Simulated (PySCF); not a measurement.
Order these species by their calculated properties.

Species are written as SMILES; each is one conformer at its optimised geometry, gas phase, non-relativistic unless stated. Electronic properties by PySCF.

Dipoles, sizes and rotational constants follow the conformer. The torsions of the flexible species, by atom-mapped SMILES:
- `[CH:1]#[C:2][C@@:3]([F:4])([C:5]#[C:6][CH3:7])[CH:8]=[CH2:9]`: C2–C3–C8–C9 121°
- `[CH:1]#[C:2][CH2:3]/[C:4]([C:5]#[C:6][CH3:7])=[CH:8]\[F:9]`: C2–C3–C4–C5 65°
- `[CH3:1][C:2]#[C:3][C:4]#[C:5]/[CH:6]=[CH:7]/[CH2:8][F:9]`: C6–C7–C8–F9 1°
- `[H]/[N:1]=[CH:2]\[CH2:3]/[CH:4]=[CH:5]\[SiH2:6][Cl:7]`: N1–C2–C3–C4 117°, C2–C3–C4–C5 102°, C4–C5–Si6–Cl7 -62°
- `[CH:1]#[C:2]/[CH:3]=[CH:4]\[C:5]([F:6])=[CH:7]/[CH:8]=[CH2:9]`: C3–C4–C5–F6 0°, C5–C7–C8–C9 180°

**Question.** Rank by HOMO energy, highest first (CAM-B3LYP/def2-SVPD at GFN2-xTB geometries).
A. `C(/C#CC)(=C\F)CC#C`
B. `C#C[C@@](F)(C#CC)C=C`
C. `[H]/N=C\C/C=C\[SiH2]Cl`
D. `FC/C=C/C#CC#CC`

**Answer.** D (-7.63 eV), A (-8.01 eV), C (-8.78 eV), B (-8.96 eV).

**Question.** Rank by electronic spatial extent ⟨r²⟩ about the centre of nuclear charge, highest first (CAM-B3LYP/def2-SVPD at GFN2-xTB geometries).
A. `[H]/N=C\C/C=C\[SiH2]Cl`
B. `C#C[C@@](F)(C#CC)C=C`
C. `C#CC/C(C#CC)=C\F`
D. `CC#CC#C/C=C/CF`

**Answer.** D (2718 bohr²), C (1529 bohr²), A (1412 bohr²), B (1399 bohr²).

**Question.** Rank by lowest singlet excitation, lowest first (TDDFT CAM-B3LYP/def2-SVPD at GFN2-xTB geometries).
A. `[H]/N=C\C/C=C\[SiH2]Cl`
B. `C#CC/C(C#CC)=C\F`
C. `C#C[C@@](F)(C#CC)C=C`
D. `CC#CC#C/C=C/CF`

**Answer.** D (4.22 eV), A (5.08 eV), B (5.68 eV), C (5.92 eV).

**Question.** Rank by lowest triplet excitation (Tamm–Dancoff), highest first (TDA CAM-B3LYP/def2-SVPD at GFN2-xTB geometries).
A. `C#C[C@@](F)(C#CC)C=C`
B. `[H]/N=C\C/C=C\[SiH2]Cl`
C. `C#CC/C(C#CC)=C\F`
D. `CC#CC#C/C=C/CF`

**Answer.** A (4.51 eV), B (4.03 eV), C (3.54 eV), D (2.97 eV).

**Question.** Rank by smallest rotational constant, lowest first (GFN2-xTB).
A. `CC#CC#C/C=C/CF`
B. `C#C/C=C\C(=C/C=C)F`
C. `C#CC/C(C#CC)=C\F`
D. `[H]/N=C\C/C=C\[SiH2]Cl`

**Answer.** A (0.380 GHz), B (0.669 GHz), C (0.727 GHz), D (0.796 GHz).
